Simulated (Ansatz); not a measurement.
`[NH2][GaH][O][SiH2]O` and `O[SiH2]O[SiH2]F` differ in one atom or group.

Ansatz, PBE0-D4/def2-TZVP geometries, multiplicity 1. Each molecule was computed in one conformer, which needn't be the lowest.

Scalar relativity is left out up to krypton.

```tsv
property	`[NH2][GaH][O][SiH2]O`
LUMO energy (PBE/def2-TZVPP) / eV	-1.15
size of the dipole moment (PBE/def2-TZVPP) / D	2.08
LUMO energy (ωB97M-V/def2-TZVPP) / eV	1.29
HOMO energy (PBE/def2-TZVPP) / eV	-6.09
HOMO energy (ωB97M-V/def2-TZVPP) / eV	-9.86
LUMO energy (PBE0/def2-TZVPP) / eV	-0.36
```

Problem. Give the same properties after the change, and the shifts. (An estimate is asked.)

Solution. The calculation gave: 
```json
{"property": "LUMO energy (PBE/def2-TZVPP) / eV", "`O[SiH2]O[SiH2]F`": "-0.52", "shift": "0.63"}
{"property": "size of the dipole moment (PBE/def2-TZVPP) / D", "`O[SiH2]O[SiH2]F`": "1.62", "shift": "-0.46"}
{"property": "LUMO energy (ωB97M-V/def2-TZVPP) / eV", "`O[SiH2]O[SiH2]F`": "1.88", "shift": "0.59"}
{"property": "HOMO energy (PBE/def2-TZVPP) / eV", "`O[SiH2]O[SiH2]F`": "-7.50", "shift": "-1.41"}
{"property": "HOMO energy (ωB97M-V/def2-TZVPP) / eV", "`O[SiH2]O[SiH2]F`": "-11.23", "shift": "-1.37"}
{"property": "LUMO energy (PBE0/def2-TZVPP) / eV", "`O[SiH2]O[SiH2]F`": "0.36", "shift": "0.72"}
```

With PBE0 the HOMO falls by 1.48 eV and the LUMO rises by 0.72 eV, so the gap widens by about 2.20 eV. PBE moves the HOMO by -1.41 eV and ωB97M-V by -1.37 eV. Dipoles are sizes alone; their direction can turn.
